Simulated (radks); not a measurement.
The numbers below are computed, except where a source is named.
Q: The mean radii <r> (bohr) of the occupied orbitals of an atom or ion are listed with their occupations. Code: a radial shooting solver on a logarithmic mesh with Libxc functionals. Model: Dirac Kohn-Sham, PBE, spin-unpolarised, spherical densities, point nucleus.

orbital  occ.      <r>
1s1/2       2  0.03263
2s1/2       2   0.1415
2p1/2       2   0.1203
2p3/2       4   0.1252
3s1/2       2   0.3903
3p1/2       2   0.3829
3p3/2       4   0.3936
3d3/2       4   0.3680
3d5/2       6   0.3715
4s1/2       2   0.9675
4p1/2       2    1.038
4p3/2       2    1.067
4d3/2       4    1.372
4d5/2       4    1.386
5s1/2       2    2.700

Name the element and its charge. Open shells, if any, fill j = l - 1/2 first.

A: Z = 45, rhodium, charge +1: Rh+ in [Ar] 3d10 4s2 4p4 4d8 5s2. The 1s radius gives Z: for a bare nucleus <r> = (2 gamma + 1)/(2Z) with gamma = sqrt(1 - (Z/c)^2), 0.0321 bohr for Z = 45, and screening makes it slightly larger (0.03263 here). The occupations add up to 44, and the charge is Z minus that.
